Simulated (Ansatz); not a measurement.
Species: C4H12O4Si, SMILES `CO[Si](OC)(OC)OC` (charge 0, multiplicity 1).

Problem. Give a relaxed geometry from PBE0-D3(BJ)/def2-SVP (Ansatz, a quantum-chemistry and plane-wave program).

Solution. One answer among several that fit: the end point of this relaxation, one of several conformers (outside a Z-matrix the atoms follow the SMILES, hydrogens last).
Bonded distances (Å): C1–O2 1.403, C1–H10 1.104, C1–H11 1.103, C1–H12 1.101, O2–Si3 1.642, Si3–O4 1.642, Si3–O6 1.642, Si3–O8 1.642, O4–C5 1.403, C5–H13 1.103, C5–H14 1.104, C5–H15 1.101, O6–C7 1.403, C7–H16 1.104, C7–H17 1.101, C7–H18 1.103, O8–C9 1.403, C9–H19 1.104, C9–H20 1.101, C9–H21 1.103. Bond angles (°): O2–C1–H10 111.4, O2–C1–H11 111.6, O2–C1–H12 108.8, H10–C1–H11 108.3, H10–C1–H12 108.1, H11–C1–H12 108.6, C1–O2–Si3 125.4, O2–Si3–O4 106.6, O2–Si3–O6 115.4, O2–Si3–O8 106.6, O4–Si3–O6 106.6, O4–Si3–O8 115.4, O6–Si3–O8 106.6, Si3–O4–C5 125.3, O4–C5–H13 111.6, O4–C5–H14 111.4, O4–C5–H15 108.8, H13–C5–H14 108.3, H13–C5–H15 108.6, H14–C5–H15 108.1, Si3–O6–C7 125.3, O6–C7–H16 111.4, O6–C7–H17 108.8, O6–C7–H18 111.6, H16–C7–H17 108.1, H16–C7–H18 108.3, H17–C7–H18 108.6, Si3–O8–C9 125.3, O8–C9–H19 111.4, O8–C9–H20 108.8, O8–C9–H21 111.6, H19–C9–H20 108.1, H19–C9–H21 108.3, H20–C9–H21 108.6.
